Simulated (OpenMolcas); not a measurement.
Ru5+ among 6 point charges of -1.7 e arranged as a trigonal antiprism (D3d), with a polar angle of 49.8° against the regular 54.74°.

| Property | Result |
| --- | --- |
| Program | OpenMolcas 26.06 |
| Method | SS-CASPT2, IPEA 0.25 Eh, imaginary shift 0.1 Eh (closed shells correlated: 4s 4p) |
| Basis | ANO-RCC-VDZP [6s5p3d1f] |
| Scalar Hamiltonian | DKH2, point nucleus |
| Active space | 3 electrons in 5 orbitals (4d) |
| State averaging | 2S+1 = 4 even, 10 roots; 2S+1 = 2 even, 40 roots |
| Spin-orbit coupling | RASSI with atomic mean-field integrals over the reference wave functions |

All point charges move together. At R = 2 Å the first state of the same spin is 4550 cm-1, and at R = 2.19 Å it is 2730 cm-1.

Q: A third run gives 5680 cm-1. What distance was it run at?

A: With a power law R^-n the two known points give n = -ln(2730 / 4550) / ln(2.19 / 2) = 5.63. Then R = 2 × (4550 / 5680)^(1/5.63) = 1.923 Å. The run was at 1.92 Å, so the estimate is off by +0.003 Å.

Roots that are degenerate in the reference are averaged as groups; the widest CASPT2 spread within a group is 53 cm-1 (the 2-fold group of multiplicity 2 near 27900 cm-1 above the lowest state of its run, R = 2). Shifts and gaps below about the spread of the groups concerned are not significant. Free-ion shares, where given, are those of the reference states; single-state CASPT2 does not remix them. Point charges carry no covalency, so the field is a model and not that of real ligands. No measured value stands beside these numbers.
